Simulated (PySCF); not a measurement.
Electron correlation in Li- (lithium, charge -1)

[He] 2s2, closed-shell 1S. Calculation: PySCF 2.14, in dyall-av2z (11s7p, 32 functions); the non-relativistic Hamiltonian (point nucleus). Frozen: 1s2; 2 electrons correlated; the 4 highest virtual orbitals of each spin left out.

With two correlated electrons CCSD is exact within the correlated space (frozen core and kept virtual orbitals).

```
level  correlation energy (mhartree)
 CCSD                         -27.05
```

Diagnostics: T1 = 0.052, D1 = 0.0736, largest double amplitude 0.122.

Problem. Is a single reference adequate?

Solution. Not fully. T1 exceeds 0.03, a sign that the reference determinant is poor.
